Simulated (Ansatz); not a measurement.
The lowest singlet and triplet of C4H4S (SMILES c1ccsc1); geometries from B3LYP-D3(BJ)/def2-TZVP, each state relaxed from the structure named, with no frequency check.
Singlet at the triplet's geometry (charge 0, multiplicity 1):
```xyz
9

C      0.4157    -1.3081     0.5970
C     -0.9037    -1.1063     0.4471
C     -1.2217     0.1630    -0.2082
S      0.2222     1.1747    -0.3740
C      1.2298    -0.2121     0.0704
H      0.8619    -2.1870     1.0405
H     -1.6754    -1.7988     0.7522
H     -2.0675     0.3126    -0.8658
H      2.2047    -0.3410    -0.3803
```

A positive gap puts the triplet lower; no zero-point energy. R- takes a restricted singlet. The triplet is unrestricted in single-reference levels.

The values were computed with Ansatz (a first-principles code) with Gaussian orbitals. 

Task: One of these levels gives -53.93 kcal/mol for the gap E(singlet) − E(triplet), vertical, at the triplet's geometry. Which?
(A) R-PBE/def2-TZVPP
(B) R-B3LYP/def2-TZVPP
(C) R-SVWN5/def2-TZVPP
(D) R-HF/cc-pV(T+d)Z

Result: C, R-SVWN5/def2-TZVPP. The others give -13.89 (R-HF/cc-pV(T+d)Z), -48.57 (R-PBE/def2-TZVPP), -44.73 (R-B3LYP/def2-TZVPP)

Doubts at one or more of the structures used: a restricted determinant that unrestricted orbitals would lower (R-HF/cc-pV(T+d)Z).
